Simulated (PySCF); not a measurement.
CHF₂, SMILES F[CH]F (connectivity only; charge and spin as stated), charge +1, multiplicity 1.

The structure is a stationary point at B3LYP-D3(BJ)/def2-TZVP. The multiplicity is an assumed one; other spin states were not compared. The isomer is the one that the SMILES or the coordinates give; other isomers of the formula were not compared.

Computed with PySCF with ωB97X/def2-TZVPD.

Problem. Estimate the frontier levels, gap, dipole moment and polarisability. (Estimate from the structure and the level; the computed values follow.)

Solution. 
```
Property                                                         Result
------------------------------------------------  ---------------------
highest occupied level                                        -23.89 eV
lowest empty level                                             -8.49 eV
orbital gap                                                    15.40 eV
dipole moment about the centre of nuclear charge                 2.57 D
mean static polarisability                         12.1 bohr³ (1.79 Å³)
polarisability, principal values                  9.1, 12.2, 15.1 bohr³
```
